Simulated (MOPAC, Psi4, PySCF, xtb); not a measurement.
Approach curve of the dimer C2H6 ··· O2S (SMILES CC and O=S=O), singlet. Monomers: optimised at B3LYP-D3(BJ) (def2-TZVP), held rigid. Orientation: lowest of the rigid-body minima from ten starts at GFN2-xTB. The monomers approach along the line of their centres of mass (distance R); nothing else relaxes.

RKS-B3LYP/6-31G* = restricted B3LYP/6-31G*, spherical d, no counterpoise correction (PySCF); GFN1-xTB (xtb); PM3, restricted, heats of formation (MOPAC); SAPT0/jun-cc-pVDZ, frozen core (Psi4).

Interaction energies in kJ/mol; the last columns give the difference from SAPT0:

```
R / Å  RKS-B3LYP/6-31G*  GFN1-xTB    PM3  SAPT0/jun-cc-pVDZ  RKS-B3LYP/6-31G* − SAPT0/jun-cc-pVDZ  GFN1-xTB − SAPT0/jun-cc-pVDZ  PM3 − SAPT0/jun-cc-pVDZ
-----  ----------------  --------  -----  -----------------  ------------------------------------  ----------------------------  -----------------------
2.74              92.84      9.05  88.06              76.04                                 16.80                        -66.99                    12.02
2.93              49.40     -5.25  52.53              39.89                                  9.51                        -45.14                    12.64
3.15              21.88    -10.26  27.95              16.92                                  4.96                        -27.18                    11.02
3.34               9.76    -10.08  16.07               6.65                                  3.11                        -16.74                     9.42
3.51               4.13     -8.69  10.08               1.78                                  2.35                        -10.47                     8.30
3.70               1.09     -6.91   6.31              -0.90                                  1.99                         -6.01                     7.21
4.02              -0.44     -4.54   3.18              -2.20                                  1.76                         -2.34                     5.38
4.32              -0.49     -3.16   1.81              -2.03                                  1.55                         -1.13                     3.84
4.83              -0.15     -1.87   0.77              -1.26                                  1.11                         -0.60                     2.03
5.53               0.04     -0.95   0.28              -0.57                                  0.61                         -0.38                     0.84
6.52               0.03     -0.35   0.10              -0.19                                  0.22                         -0.16                     0.29
7.86               0.01     -0.10   0.05              -0.05                                  0.06                         -0.05                     0.10
```

RKS-B3LYP/6-31G* is furthest from SAPT0/jun-cc-pVDZ at 2.74 (16.80 kJ/mol, above); its mean absolute difference over the points is 3.67 kJ/mol.

GFN1-xTB is furthest from SAPT0/jun-cc-pVDZ at 2.74 (-66.99 kJ/mol, below); its mean absolute difference over the points is 14.76 kJ/mol.

PM3 is furthest from SAPT0/jun-cc-pVDZ at 2.93 (12.64 kJ/mol, above); its mean absolute difference over the points is 6.09 kJ/mol.
